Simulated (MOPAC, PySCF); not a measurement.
CH7NSi2, SMILES `[SiH3][SiH2]N=C` (C–N–Si–Si torsion 114°), neutral singlet in the gas phase. 

Cartesian coordinates (Å):
SMILES: C=N[SiH2][SiH3]
```xyz
11

C      2.1693     0.8772    -0.0105
N      1.2173     0.3953    -0.6994
Si     0.1368    -0.8756    -0.1390
Si    -2.0124     0.0531     0.0421
H      2.7911     1.6915    -0.4222
H      2.4446     0.5351     1.0097
H      0.5634    -1.4649     1.1823
H      0.1491    -1.9566    -1.1721
H     -2.0091     1.1566     1.0541
H     -2.9810    -0.9989     0.4882
H     -2.4681     0.6024    -1.2723
```
Charge 0, spin multiplicity 1.

All levels are single points at this geometry (PBE-D3(BJ)/def2-TZVP); Pople sets use spherical d functions. Orbital energies aren't observables, and empty levels follow the basis.

HF/6-31G* in PySCF gives dipole (D) = 1.83.

**Question.** Estimate the dipole (D) from each of these levels: PBE-D3(BJ)/def2-TZVP in PySCF; B3LYP/6-311+G** in PySCF; B3LYP/6-31G* in PySCF; BP86/6-31G* in PySCF; M06-2X/6-31G* in PySCF; HF/STO-3G in PySCF; AM1 in MOPAC; PM7 in MOPAC.

**Answer.** 
| level | dipole (D) |
|---|---|
| PBE-D3(BJ)/def2-TZVP in PySCF | 1.29 |
| B3LYP/6-311+G** in PySCF | 1.50 |
| B3LYP/6-31G* in PySCF | 1.42 |
| BP86/6-31G* in PySCF | 1.32 |
| M06-2X/6-31G* in PySCF | 1.47 |
| HF/STO-3G in PySCF | 1.40 |
| AM1 in MOPAC | 1.57 |
| PM7 in MOPAC | 2.00 |
